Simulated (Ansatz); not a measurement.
`O[SiH](F)[AlH2]` + `C[O][GeH3]` → `O[SiH](F)[O][GeH3]` + `[CH3][AlH2]`  (redistribution)

Gas-phase electronic energies from Ansatz, PBE0-D4/def2-TZVP geometries. CCSD(T)/CBS is the MP2 limit (def2-TZVPP, def2-QZVPP) plus CCSD(T) − MP2 in def2-TZVPP, frozen cores. This one scheme is used for every species. DFT in def2-TZVPP. HSE06 is defined as in plane-wave codes. For Ge outer-core shells are correlated without core-valence functions, which leaves a few kJ/mol of doubt a bond. Scalar relativity is left out up to krypton. Each species was taken in one conformer, which may not be the lowest.

`O[SiH](F)[AlH2]`:

```xyz
8

O     0.744    1.006    1.264
Si    0.578   -0.373    0.380
F     1.945   -0.675   -0.417
Al   -1.272    0.092   -1.190
H     1.311    0.991    2.037
H     0.443   -1.536    1.307
H    -1.030    0.993   -2.474
H    -2.720   -0.498   -0.907
```

`C[O][GeH3]`:

Cartesian coordinates in Å:
```
C -0.012 0.837 -1.088
O 0.362 0.765 0.265
Ge 0.054 -0.758 1.131
H 0.246 1.832 -1.459
H -1.092 0.691 -1.229
H 0.516 0.097 -1.705
H -1.459 -1.054 1.102
H 0.566 -0.513 2.553
H 0.820 -1.897 0.428
```

`O[SiH](F)[O][GeH3]`:

Cartesian coordinates in Å:
```
O 0.877 0.859 -1.392
Si -0.205 -0.359 -1.285
F 0.568 -1.731 -1.545
O -0.848 -0.327 0.184
Ge -0.263 0.162 1.799
H 1.526 0.839 -2.096
H -1.267 -0.282 -2.301
H -0.381 1.689 1.892
H 1.190 -0.306 1.956
H -1.198 -0.543 2.787
```

`[CH3][AlH2]`:

Z-matrix (Å, degrees):
```
C
Al 1 1.950
H 1 1.093 2 112.5
H 1 1.093 2 112.6 3 123.1
H 1 1.097 2 109.5 3 -118.4
H 2 1.590 1 120.6 3 29.8
H 2 1.590 1 120.6 3 -151.5
```

```json
{"level": "HSE06-D4", "ΔE (kcal/mol)": "-57.0"}
{"level": "BHLYP-D4", "ΔE (kcal/mol)": "-62.2"}
{"level": "PBE0", "ΔE (kcal/mol)": "-56.6"}
{"level": "r2SCANh", "ΔE (kcal/mol)": "-61.4"}
{"level": "r2SCAN0", "ΔE (kcal/mol)": "-62.1"}
{"level": "LC-ωPBE", "ΔE (kcal/mol)": "-58.9"}
{"level": "CCSD(T)/def2-SVP", "ΔE (kcal/mol)": "-56.5"}
{"level": "CCSD/def2-TZVPP", "ΔE (kcal/mol)": "-61.4"}
```

What does CCSD(T)/CBS give? (Best estimate.)

The calculation gave: -61.3 kcal/mol. The listed levels differ from it by 4.3, -0.9, 4.7, -0.1, -0.8, 2.4, 4.8, -0.1 kcal/mol.

Largest T1 diagnostic among the species: 0.012.

Leaving LDA and LC-ωPBE aside and taking each functional with its dispersion term where it has one, the values, not all of them listed here, spread over 8.7 kcal/mol, from B97M-V to revPBE-D4. LDA lies −2.5 kcal/mol from PBE without D4. At CCSD(T), def2-SVP lies +4.8 kcal/mol from the extrapolated value and def2-TZVPP +0.4 kcal/mol.
